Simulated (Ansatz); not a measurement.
```yaml
crystal:
  periodic: [false, false, false]
  atoms:
    - {symbol: N, position_ang: [-1.395193, -0.047437, -0.977323]}
    - {symbol: Ge, position_ang: [0.249335, -0.560663, -0.375399]}
    - {symbol: O, position_ang: [-0.117675, -2.055100, 0.527480]}
    - {symbol: Sb, position_ang: [1.528968, 1.050828, 1.288212]}
    - {symbol: H, position_ang: [-2.012036, 0.319877, -0.266262]}
    - {symbol: H, position_ang: [-1.368288, 0.596531, -1.755651]}
    - {symbol: H, position_ang: [1.105865, -0.858705, -1.627787]}
    - {symbol: H, position_ang: [0.603099, -2.326446, 1.099842]}
    - {symbol: H, position_ang: [0.034421, 1.528608, 1.963855]}
    - {symbol: H, position_ang: [1.454504, 2.301209, 0.125933]}
basis:
  gaussian: {orbitals: def2-TZVPP}
hamiltonian: {xc: {name: B97}}
```

```sh
$ ansatz run in.yaml --threads 4 --pin off --events-out ev --progress --plain --max-ram 10444MiB
```

Output, abridged:

```
Functional definition: B97
1485 factors; their error is unknown
mean field evaluation 1: about -66678.1604 eV, gradient 8.3e1 eV
mean field evaluation 2: about -66611.7722 eV, gradient 1.8e2 eV
mean field evaluation 4: about -66689.8109 eV, gradient 1.2e1 eV
mean field evaluation 8: about -66690.0640 eV, gradient 1.5e-1 eV
mean field evaluation 16: about -66690.4073 eV, gradient 7.5e-4 eV
mean field -66690.40730828 eV, -2450.8272641977 hartree, gradient 1.3e-5 eV, S^2 0.000000; 0 other end points of the search recorded, 0 dependent functions left out
reference -66690.40733710 eV, -2450.8272652567 hartree; 38, 38 occupied and 206, 206 virtual orbitals, 1485 factors
Total energy: -66690.40733710 eV, -2450.8272652567 hartree
```

It took 4.2 s on 4 threads of an Intel Xeon Platinum 8488C on a shared host, with 0.61 GiB of host memory at the peak.
